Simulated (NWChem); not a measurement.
System: C₂H₅ClSi₂; SMILES ClC1[SiH2][SiH2]C=1

Input file for NWChem:

```
start job
memory heap 200 mb stack 900 mb global 1100 mb
geometry units angstroms noautoz
  Cl    -0.159534    -2.333102     0.000000
  C     -0.158081    -0.602119     0.000000
  C     -1.273511     0.165383     0.000000
  Si    -0.586777     1.922562     0.000000
  Si     1.327971     0.578719     0.000000
  H     -2.290869    -0.244157     0.000000
  H     -0.912759     2.730857    -1.214732
  H     -0.912759     2.730857     1.214732
  H      2.189322     0.482983    -1.216592
  H      2.189322     0.482983     1.216592
end
basis spherical
  Cl library 6-31g*
  C library 6-31g*
  Si library 6-31g*
  H library 6-31g*
end
dft
  xc n12
  iterations 150
  mulliken
end
task dft energy
```

Excerpt of the output:

```
             Northwest Computational Chemistry Package (NWChem) 7.3.0
             --------------------------------------------------------

 CS  symmetry detected

                             Geometry "geometry" -> ""
                             -------------------------

 Output coordinates in angstroms (scale by  1.889725989 to convert to a.u.)

  No.       Tag          Charge          X              Y              Z
 ---- ---------------- ---------- -------------- -------------- --------------
    1 Cl                  17.0000    -0.15820604    -2.31503469     0.00000000
    2 C                    6.0000    -0.14975538    -0.58407171     0.00000000
    3 C                    6.0000    -1.26207356     0.18793326     0.00000000
    4 Si                  14.0000    -0.56824160     1.94232171     0.00000000
    5 Si                  14.0000     1.34105814     0.59074913     0.00000000
    6 H                    1.0000    -2.28107885    -0.21749063     0.00000000
    7 H                    1.0000    -0.89095332     2.75192792    -1.21473200
    8 H                    1.0000    -0.89095332     2.75192792     1.21473200
    9 H                    1.0000     2.20201508     0.49153181    -1.21659200
   10 H                    1.0000     2.20201508     0.49153181     1.21659200

 Effective nuclear repulsion energy (a.u.)     316.7128960429

      Symmetry information
      --------------------

 Group name             Cs
 Group number              2
 Group order               2
 No. of unique centers     8

                                 NWChem DFT Module
                                 -----------------

 Summary of "ao basis" -> "ao basis" (spherical)
 ------------------------------------------------------------------------------
       Tag                 Description            Shells   Functions and Types
 ---------------- ------------------------------  ------  ---------------------
 Cl                          6-31g*                  8       18   4s3p1d
 C                           6-31g*                  6       14   3s2p1d
 Si                          6-31g*                  8       18   4s3p1d
 H                           6-31g*                  2        2   2s

      Symmetry analysis of basis
      --------------------------

        a'         65
        a"         27

            General Information
            -------------------
          SCF calculation type: DFT
          Wavefunction type:  closed shell.
          No. of atoms     :    10
          No. of electrons :    62
           Alpha electrons :    31
            Beta electrons :    31
          Charge           :     0
          Spin multiplicity:     1
          Use of symmetry is: on ; symmetry adaption is: on
          Maximum number of iterations: 150
          AO basis - number of functions:    92
                     number of shells:    46
          Convergence on energy requested:  1.00D-06
          Convergence on density requested:  1.00D-05
          Convergence on gradient requested:  5.00D-04

              XC Information
              --------------
                          N12 Method XC Functional
                           N12 Exchange Functional  1.000
                         N12 Correlation Potential  1.000

             Grid Information
             ----------------
          Grid used for XC integration:  medium
          Radial quadrature: Mura-Knowles
          Angular quadrature: Lebedev.
          Tag              B.-S. Rad. Rad. Pts. Rad. Cut. Ang. Pts.
          ---              ---------- --------- --------- ---------
          Cl                  1.00       88          12.0       590
          C                   0.70       49          10.0       434
          Si                  1.10       88          11.0       590
          H                   0.35       45          12.0       434
          Grid pruning is: on
          Number of quadrature shells:   497
          Spatial weights used:  Erf1

      Superposition of Atomic Density Guess
      -------------------------------------

 Sum of atomic energies:       -1114.89686875

      Non-variational initial energy
      ------------------------------

 Total energy =   -1117.056354
 1-e energy   =   -2170.819249
 2-e energy   =     737.049999
 HOMO         =      -0.291092
 LUMO         =       0.004901

      Symmetry analysis of molecular orbitals - initial
      -------------------------------------------------

  Numbering of irreducible representations:

     1 a'          2 a"

  Orbital symmetries:

     1 a'          2 a'          3 a'          4 a'          5 a'
     6 a'          7 a'          8 a'          9 a"         10 a'
    11 a'         12 a'         13 a'         14 a"         15 a"
    16 a'         17 a'         18 a'         19 a'         20 a'
    21 a'         22 a'         23 a'         24 a"         25 a'
    26 a"         27 a"         28 a'         29 a'         30 a'
    31 a"         32 a"         33 a'         34 a'         35 a'
    36 a"         37 a'         38 a'         39 a'         40 a'
    41 a'

     ---------------------------------------------
      Total Density - Mulliken Population Analysis
     ---------------------------------------------

    Atom       Charge   Shell Charges
 -----------   ------   -------------------------------------------------------
    1 Cl  17    17.14   2.00  2.00  5.98  1.38  3.62  0.53  1.61  0.02
    2 C    6     6.05   2.00  0.72  1.63  0.63  1.03  0.04
    3 C    6     6.48   2.00  0.75  1.94  0.64  1.13  0.03
    4 Si  14    13.69   2.00  2.00  5.97  0.99  1.71  0.32  0.57  0.12
    5 Si  14    13.67   2.00  2.00  5.97  1.00  1.71  0.32  0.56  0.11
    6 H    1     0.78   0.46  0.32
    7 H    1     1.05   0.47  0.58
    8 H    1     1.05   0.47  0.58
    9 H    1     1.04   0.47  0.58
   10 H    1     1.04   0.47  0.58

   convergence    iter        energy       DeltaE   RMS-Dens  Diis-err
 ---------------- ----- ----------------- --------- --------- ---------
 d= 0,ls=0.0,diis     1  -1118.1671628071 -1.43D+03  1.25D-02  5.15D-01
 d= 0,ls=0.0,diis     2  -1118.1408953677  2.63D-02  9.75D-03  6.39D-01
 d= 0,ls=0.0,diis     3  -1118.1938678227 -5.30D-02  4.72D-03  2.52D-01
 d= 0,ls=0.0,diis     4  -1118.2269919784 -3.31D-02  2.09D-03  2.22D-02
 d= 0,ls=0.0,diis     5  -1118.2304075667 -3.42D-03  6.27D-04  3.31D-03
  Resetting Diis
 d= 0,ls=0.0,diis     6  -1118.2309103944 -5.03D-04  1.24D-04  1.08D-04
 d= 0,ls=0.0,diis     7  -1118.2309271223 -1.67D-05  7.98D-05  9.06D-06
 d= 0,ls=0.0,diis     8  -1118.2309251374  1.98D-06  5.05D-05  2.08D-05
 d= 0,ls=0.0,diis     9  -1118.2309285210 -3.38D-06  7.21D-06  6.43D-07
 d= 0,ls=0.0,diis    10  -1118.2309286102 -8.92D-08  2.20D-06  3.45D-08

         Total DFT energy =    -1118.230928610172
      One electron energy =    -2175.818463218396
           Coulomb energy =      823.747620019758
    Exchange-Corr. energy =      -82.872981454400
 Nuclear repulsion energy =      316.712896042867

 Numeric. integr. density =       61.999985972024

                  Occupations of the irreducible representations
                  ----------------------------------------------

                     irrep           alpha         beta
                     --------     --------     --------
                     a'               24.0         24.0
                     a"                7.0          7.0

                       DFT Final Molecular Orbital Analysis
                       ------------------------------------

 Vector   29  Occ=2.000000D+00  E=-2.626275D-01  Symmetry=a'
              MO Center=  1.4D-01, -2.8D-01, -7.3D-15, r^2= 4.8D+00
   Bfn.  Coefficient  Atom+Function         Bfn.  Coefficient  Atom+Function
  ----- ------------  ---------------      ----- ------------  ---------------
     7      0.419174   1 Cl px               71      0.338772   5 Si px
    53     -0.241495   4 Si px               11      0.215346   1 Cl px
    35      0.186261   3 C  px               21     -0.178897   2 C  px
    84     -0.176611   6 H  s                38      0.162240   3 C  s
     3     -0.159832   1 Cl px               70     -0.152108   5 Si s

 Vector   30  Occ=2.000000D+00  E=-2.386834D-01  Symmetry=a'
              MO Center=  1.8D-01,  8.7D-02, -3.2D-15, r^2= 5.1D+00
   Bfn.  Coefficient  Atom+Function         Bfn.  Coefficient  Atom+Function
  ----- ------------  ---------------      ----- ------------  ---------------
     7      0.432820   1 Cl px               72      0.351999   5 Si py
    53      0.332279   4 Si px               11      0.224150   1 Cl px
    21     -0.171851   2 C  px                3     -0.163830   1 Cl px
    24     -0.147847   2 C  s                57      0.134447   4 Si px
    36     -0.132744   3 C  py               68     -0.132140   5 Si py

 Vector   31  Occ=2.000000D+00  E=-2.282701D-01  Symmetry=a"
              MO Center= -5.1D-01, -5.7D-01, -2.4D-15, r^2= 3.9D+00
   Bfn.  Coefficient  Atom+Function         Bfn.  Coefficient  Atom+Function
  ----- ------------  ---------------      ----- ------------  ---------------
     9      0.457411   1 Cl pz               37     -0.354427   3 C  pz
    23     -0.277461   2 C  pz               13      0.252923   1 Cl pz
    41     -0.249576   3 C  pz               27     -0.185592   2 C  pz
     5     -0.172747   1 Cl pz               86     -0.148287   7 H  s
    88      0.148287   8 H  s                90     -0.091996   9 H  s

 Vector   32  Occ=0.000000D+00  E=-5.200550D-02  Symmetry=a"
              MO Center= -5.4D-01, -1.3D-01,  4.4D-16, r^2= 2.8D+00
   Bfn.  Coefficient  Atom+Function         Bfn.  Coefficient  Atom+Function
  ----- ------------  ---------------      ----- ------------  ---------------
    27      0.487877   2 C  pz               41     -0.482735   3 C  pz
    23      0.428785   2 C  pz               37     -0.403316   3 C  pz
    77      0.263349   5 Si pz               59     -0.244029   4 Si pz
    90      0.236406   9 H  s                92     -0.236406  10 H  s
    86     -0.204723   7 H  s                88      0.204723   8 H  s

 Vector   33  Occ=0.000000D+00  E=-2.625793D-02  Symmetry=a'
              MO Center=  7.3D-01,  1.0D+00,  4.1D-14, r^2= 5.6D+00
   Bfn.  Coefficient  Atom+Function         Bfn.  Coefficient  Atom+Function
  ----- ------------  ---------------      ----- ------------  ---------------
    76      0.915113   5 Si py               57     -0.802929   4 Si px
    74      0.779594   5 Si s                56     -0.727869   4 Si s
    24      0.566049   2 C  s                72      0.408107   5 Si py
    53     -0.329803   4 Si px               58      0.259375   4 Si py
    75     -0.204636   5 Si px               52     -0.188244   4 Si s

 Vector   34  Occ=0.000000D+00  E=-9.760555D-03  Symmetry=a'
              MO Center=  1.3D-01,  1.2D+00, -1.1D-13, r^2= 6.0D+00
   Bfn.  Coefficient  Atom+Function         Bfn.  Coefficient  Atom+Function
  ----- ------------  ---------------      ----- ------------  ---------------
    24      0.810312   2 C  s                75      0.686120   5 Si px
    38      0.678785   3 C  s                57      0.639608   4 Si px
    74     -0.462179   5 Si s                56      0.411433   4 Si s
    58      0.391192   4 Si py               12     -0.281485   1 Cl py
    25      0.250895   2 C  px               40      0.247507   3 C  py

     ---------------------------------------------
      Total Density - Mulliken Population Analysis
     ---------------------------------------------

    Atom       Charge   Shell Charges
 -----------   ------   -------------------------------------------------------
    1 Cl  17    17.00   2.00  2.00  5.98  1.43  3.71  0.49  1.36  0.03
    2 C    6     6.22   2.00  0.71  1.94  0.60  0.92  0.04
    3 C    6     6.23   2.00  0.70  2.03  0.59  0.89  0.03
    4 Si  14    13.84   2.00  2.00  5.98  1.02  2.00  0.28  0.43  0.14
    5 Si  14    13.80   2.00  2.00  5.98  1.03  1.99  0.28  0.40  0.13
    6 H    1     0.84   0.53  0.31
    7 H    1     1.02   0.51  0.51
    8 H    1     1.02   0.51  0.51
    9 H    1     1.02   0.51  0.51
   10 H    1     1.02   0.51  0.51

     -------------------------------------------
      Total Density - Lowdin Population Analysis
     -------------------------------------------

    Atom       Charge   Shell Charges
 -----------   ------   -------------------------------------------------------
    1 Cl  17    16.95   2.00  1.99  5.92  1.17  3.42  0.63  1.79  0.03
    2 C    6     6.24   1.99  0.59  1.77  0.44  1.36  0.10
    3 C    6     6.29   1.99  0.58  1.84  0.45  1.38  0.06
    4 Si  14    13.82   2.00  1.98  5.90  0.71  1.78  0.38  0.90  0.18
    5 Si  14    13.81   2.00  1.98  5.90  0.72  1.78  0.38  0.89  0.18
    6 H    1     0.85   0.49  0.36
    7 H    1     1.01   0.49  0.52
    8 H    1     1.01   0.49  0.52
    9 H    1     1.01   0.49  0.51
   10 H    1     1.01   0.49  0.51

     Multipole analysis of the density
     ---------------------------------

     L   x y z        total         alpha         beta         nuclear
     -   - - -        -----         -----         ----         -------
     0   0 0 0     -0.000000    -31.000000    -31.000000     62.000000

     1   1 0 0     -0.032182     -0.016091     -0.016091      0.000000
     1   0 1 0      0.519454      0.259727      0.259727     -0.000000
     1   0 0 1     -0.000000     -0.000000     -0.000000      0.000000

     2   2 0 0    -36.287144   -118.676865   -118.676865    201.066587
     2   1 1 0      0.346799      2.450963      2.450963     -4.555127
     2   1 0 1      0.000000      0.000000      0.000000      0.000000
     2   0 2 0    -39.214022   -317.339865   -317.339865    595.465708
     2   0 1 1      0.000000      0.000000      0.000000      0.000000
     2   0 0 2    -38.905084    -30.007429    -30.007429     21.109775
```

Level: N12/6-31G* (spherical d). Coordinates come from a PBE0/def2-SVP optimisation.
